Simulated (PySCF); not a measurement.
H8OSeSi3.
Bonds: Si1–O2, O2–Si3, Si3–Se4, Se4–Si5. Hydrogens: H6, H7, H8 on Si1; H9, H10 on Si3; H11, H12, H13 on Si5.

A GFN2-xTB structure with every atom displaced at random (by about 0.01 Å) was refined with PBE0-D3(BJ)/def2-SVP geometry optimisation, gas phase (PySCF). Values at the start:

```
    coordinate    start
        Si1–O2  1.596 Å
        Si1–H6  1.474 Å
        O2–Si3  1.598 Å
       Si3–Se4  2.324 Å
        Si3–H9  1.436 Å
       Se4–Si5  2.270 Å
       Si5–H11  1.459 Å
    Si1–O2–Si3   153.5°
    O2–Si3–Se4   110.0°
   Si3–Se4–Si5   100.3°
Si1–O2–Si3–Se4     -49°
```

Problem. How do these coordinates change at the PBE0-D3(BJ)/def2-SVP level?

Solution. 
```
    coordinate  PBE0-D3(BJ)/def2-SVP (Å or °)  change
        Si1–O2                          1.666  +0.070
        O2–Si3                          1.654  +0.056
        Si3–H9                          1.487  +0.051
       Si3–Se4                          2.282  -0.042
       Si5–H11                          1.490  +0.031
       Se4–Si5                          2.289  +0.019
        Si1–H6                          1.489  +0.015
    Si1–O2–Si3                          144.7    -8.8
   Si3–Se4–Si5                           93.8    -6.5
    O2–Si3–Se4                          110.8    +0.8
Si1–O2–Si3–Se4                            -51      -2
```

The energy falls by 31.8 kJ/mol over 10 energy and gradient evaluations, the largest force component goes from 0.0304 to 4.4e-04 Eh/bohr, and the atoms move by 0.212 Å rms after alignment. The bond that changes most is Si1–O2 (oxygen-bound silicon to siloxane oxygen), which lengthens by 0.070 Å. Bonds longer at the end by more than 0.005 Å: 11 of 12; shorter: 1. Rotational constants go from 2220, 915.6, 742.5 to 2168, 932.6, 775.4 MHz.

The run used 140 basis functions and 63 SCF cycles in all. Hardware: one thread of an Arm Neoverse V1, no GPU, shared host with 32 logical CPUs at a one-minute load of 44. Cost: 1.9 min, 0.58 GiB resident at most.

Not checked by PBE0-D3(BJ)/def2-SVP frequencies. One conformer, not necessarily the lowest.

Shape of the structure used: `[SiH3:1][O:2][SiH2:3][Se:4][SiH3:5]`: Si1–O2–Si3–Se4 -51°, O2–Si3–Se4–Si5 -51°.
